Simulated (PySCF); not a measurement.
Chlorine: a sound run and one with changed settings

Sound run: Cl⁺ [Ne] 3s2 3p4, Cl²⁺ [Ne] 3s2 3p3. All numbers are calculated (PySCF 2.14, no relativity, point nucleus, in 6-31G*). In the sound run the correlated levels freeze [Ne]. The sound run starts from symmetry-adapted Hartree-Fock orbitals and uses a fine grid where one is needed.

Changed run: all electrons correlated in a basis built for the valence shell.

```csv
species,method,sound run (hartree),changed run (hartree),converged
Cl⁺,MP2,-459.09745,-459.10312,yes
Cl⁺,CCSD(T),-459.11733,-459.12243,yes
Cl²⁺,MP2,-458.25727,-458.26279,yes
Cl²⁺,CCSD(T),-458.27692,-458.28194,yes
```

Ionisation energy of Cl⁺:

```tsv
method	sound run (eV)	changed run (eV)
UHF	22.497	22.497
MP2	22.863	22.867
SCS-MP2	22.888	22.893
CCSD	22.859	22.861
CCSD(T)	22.869	22.871
```

A valence basis has no tight correlating functions, so it recovers only part of the core correlation, and not evenly between atom and ion.

For comparison, NIST gives 23.814 eV between the lowest levels.
